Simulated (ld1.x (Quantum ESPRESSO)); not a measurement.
**Scattering properties, TM potential for F**

```json
{"Element": "fluorine", "Generator": "ld1.x (Quantum ESPRESSO) 7.5", "Type": "norm-conserving Troullier–Martins (Kleinman–Bylander form)", "Functional": "LDA (PZ)", "Relativity": "scalar-relativistic", "Frozen core": "[He]", "Valence charge": "7", "Reference configuration": "2s1.75 2p5.25", "Partial waves": "2s (bound): rc 0.60 bohr; 2p (bound): rc 1.65 bohr", "Local potential": "all-electron potential smoothed inside 1.55 bohr (lloc = -2)", "Core correction": "a·sin(br)/r model core, default radius (core density twice the valence density)"}
```

The phase is arctan(r·u′/u) with u = r·R(r), unwrapped; energies in Ry, scanned from -4 to 5 Ry. A pole is an energy at which the radial function vanishes at the test radius. The pseudo phase is shifted by a multiple of π to meet the all-electron one at the reference energy, and phase errors are pseudo minus all-electron; the curves can meet again beyond the range given. Levels narrower than the energy grid can be missing from the lists of poles.

For each channel, where are the poles, and over which energies does the pseudopotential scatter like the atom?

```json
{"channel": "s", "radius (bohr)": "1.79", "reference energy (Ry)": "-2.19", "poles, all-electron": "-1.61", "poles, pseudo": "-1.61", "unbroken range about the reference energy with phases within 0.05 rad": "the whole range", "phase error 1 Ry above the reference energy (rad)": "+0.001"}
{"channel": "p", "radius (bohr)": "1.79", "reference energy (Ry)": "-0.84", "poles, all-electron": "-0.19", "poles, pseudo": "-0.18", "unbroken range about the reference energy with phases within 0.05 rad": "below 2.0", "phase error 1 Ry above the reference energy (rad)": "+0.009"}
```

Phases in the s channel:

```
E (Ry)  all-electron  pseudo
 -4.00         1.188   1.189
 -3.52         1.103   1.104
 -3.04         0.900   0.901
 -2.56        -0.005  -0.003
 -2.08        -1.290  -1.290
 -1.60        -1.575  -1.574
 -1.12        -1.686  -1.685
 -0.64        -1.755  -1.754
 -0.16        -1.811  -1.809
  0.32        -1.864  -1.861
  0.80        -1.923  -1.920
  1.28        -1.996  -1.990
  1.76        -2.094  -2.085
  2.24        -2.238  -2.223
  2.72        -2.468  -2.442
  3.20        -2.844  -2.802
  3.68        -3.357  -3.308
  4.16        -3.811  -3.777
  4.64        -4.102  -4.083
```
